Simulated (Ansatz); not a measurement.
Isolated molecules relaxed with PBE0-D4/def2-TZVP in Ansatz; ΔE leaves out vibrations. CBS: MP2 limit from def2 TZ/QZ plus the TZ coupled-cluster correction, frozen cores. DFT in def2-TZVPP. One conformer a species, not always the lowest.

Consider the cleavage of the Si–Si bond: `[SiH3][SiH]1[CH2][AlH]1` + `CNCF` → `CN([SiH3])CF` + `[CH2]1[AlH][SiH2]1`.

CCSD(T)/CBS gives -23.9 kJ/mol.

Task: Another level gave -23.9 kJ/mol. Which?
A. r2SCAN/def2-TZVPP
B. PBE/def2-TZVPP
C. ωB97X-V/def2-TZVPP
D. MP2/def2-TZVPP

Result: C. ωB97X-V -23.9, PBE -4.0, MP2/def2-TZVPP -30.8, r2SCAN -15.6 kJ/mol.

Largest T1 diagnostic among the species: 0.014.

In def2-TZVPP, CCSD(T) changes the Hartree–Fock value by +10.9 kJ/mol (the triples alone add +2.1 kJ/mol) and MP2 by +5.2 kJ/mol. From PBE to PBE0 (25 % exact exchange), in def2-TZVPP and without D4, ΔE moves by −5.0 kJ/mol.
